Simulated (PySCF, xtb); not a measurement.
C₃H₈BNO, SMILES C(CB(N)O)=C.

GFN2-xTB in xtb 6.7.1 at its own geometry gives an orbital gap of 5.17 eV and a dipole moment of 2.82 D.

The structure is a stationary point at PBE-D3(BJ)/def2-SVP. Other conformers were not sampled.

**Question.** What does r2SCAN/def2-TZVP run with PySCF give? (An estimate is asked for; the answer gives what the named calculation found.)

**Answer.** gap 5.67 eV (levels -6.10 and -0.43 eV), dipole 2.44 D.
